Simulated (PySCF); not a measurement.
## Bromine: highly charged ions in a basis for the neutral atom

Br⁵⁺ [Ar] 3d10 4s2, Br⁶⁺ [Ar] 3d10 4s1. Calculation: PySCF 2.14, in jorge-DZP-DKH; scalar relativity by spin-free X2C-1e. No spin-orbit coupling, so a gap to NIST mixes the basis error with missing relativistic terms.

Changed run: basis of the neutral atom used for a highly charged ion. This setting is unsound on purpose.

```
species  method  sound run (hartree)  changed run (hartree)  converged
   Br⁵⁺     UHF              not run            -2598.03328        yes
   Br⁵⁺   M06-L              not run            -2599.62067        yes
   Br⁵⁺    BP86              not run            -2599.99408        yes
   Br⁶⁺     UHF              not run            -2594.89868        yes
   Br⁶⁺   M06-L              not run            -2596.40920        yes
   Br⁶⁺    BP86              not run            -2596.76005        yes
```

Ionisation energy of Br⁵⁺:

```csv
method,changed run (eV),NIST (eV)
UHF,85.297,87.39 ± 0.025
M06-L,87.389,87.39 ± 0.025
BP86,88.002,87.39 ± 0.025
```

The contracted functions were made for the neutral atom and can be too rigid for a highly charged ion.
